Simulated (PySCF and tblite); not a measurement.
Computed ¹H and ¹³C shifts (ppm) of 4 molecules with 6 carbons each, averaged over conformers at 298.15 K: GIAO wB97X-D/pcSseg-1 (IEF-PCM, chloroform) on PBE0-D3(BJ)/def2-SVP geometries, unscaled, against TMS (¹H), TMS (¹³C) at the same level; H on other atoms than carbon is left out (PySCF, tblite).

P. ¹H: 1.60 (3H), 1.02 (9H) ¹³C: 130.1 (1C), 39.5 (1C), 25.8 (3C), 21.4 (1C)
Q. ¹H: 3.26 (2H), 1.07 (12H) ¹³C: 68.3 (2C), 24.2 (4C)
R. ¹H: 3.67 (3H), 1.17 (9H) ¹³C: 187.7 (1C), 53.5 (1C), 40.1 (1C), 29.1 (3C)
S. ¹H: 6.19 (1H), 5.25 (1H), 5.22 (1H), 1.02 (9H) ¹³C: 162.2 (1C), 117.4 (1C), 34.9 (1C), 30.7 (3C)

The molecules:
1. 3,3-dimethyl-1-butene, C₆H₁₂, SMILES C=CC(C)(C)C
2. C6H12F2, SMILES CC(C)(C)C(C)(F)F
3. C6H12O2, SMILES COC(=O)C(C)(C)C
4. C₆H₁₄O, SMILES CC(C)OC(C)C

Q: Which spectrum belongs to which molecule?

A: P is 2; Q is 4; R is 3; S is 1.

Assigned:
1. [CH2:1]=[CH:2][C:3]([CH3:4])([CH3:5])[CH3:6]: ¹³C: 162.2 (C2), 117.4 (C1), 34.9 (C3), 30.7 (C4/C5/C6) ppm.
2. [CH3:1][C:2]([CH3:3])([CH3:4])[C:5]([CH3:6])([F:7])[F:8]: ¹³C: 130.1 (C5), 39.5 (C2), 25.8 (C1/C3/C4), 21.4 (C6) ppm.
3. [CH3:1][O:2][C:3](=[O:4])[C:5]([CH3:6])([CH3:7])[CH3:8]: ¹³C: 187.7 (C3), 53.5 (C1), 40.1 (C5), 29.1 (C6/C7/C8) ppm.
4. [CH3:1][CH:2]([CH3:3])[O:4][CH:5]([CH3:6])[CH3:7]: ¹³C: 68.3 (C2/C5), 24.2 (C1/C3/C6/C7) ppm.

Unscaled shifts at such levels can be off by 15 ppm or more for ¹³C and 0.8 ppm for ¹H.

For scale, the study of C=CC(C)(C)C took 2 min on 1 thread of Arm Neoverse V2, on a host shared with other jobs (rough), launched as `OMP_NUM_THREADS=1 python ens_run.py task.json out`.
